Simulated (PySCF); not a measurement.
# Worked example: oscillator strength and radiative lifetime

Cd(Me)(OSiH3) (CH6CdOSi), SMILES [CH3][Cd][O][SiH3].

The structure is a stationary point at PBE0-D3(BJ)/def2-SVP. The structure was generated by enumeration; whether it is a known compound was not checked. The def2 effective core potentials stand for the cores of Cd; spin–orbit coupling is left out. The values are those of a single conformer.

TDDFT-M06-2X/def2-SVPD in PySCF puts the first singlet state with f over 0.02 at 6.22 eV (vertical), with the transition dipole (-0.427, 0.360, 0.267) in atomic units.

Question: Find the oscillator strength, the wavelength and the radiative lifetime that this transition would have in vacuum if emission retraced absorption.

Answer: 
|μ|² = 0.3832 au, so |μ| = 1.57 D. ΔE = 6.22/27.211 = 0.2286 hartree. f = (2/3) ΔE |μ|² = 0.058 (the program prints 0.058).
λ = 1239.84/6.22 = 199 nm; ν = 50168 cm⁻¹.
Einstein's coefficient A = 0.6670 ν² f s⁻¹ (ν in cm⁻¹) = 9.8e7 s⁻¹, so τ = 1/A = 10 ns. This state is S2; the lower singlet has f = 0.004. The figure is the radiative limit of this one transition; relaxation, internal conversion, crossing to triplets and a medium change what is measured.
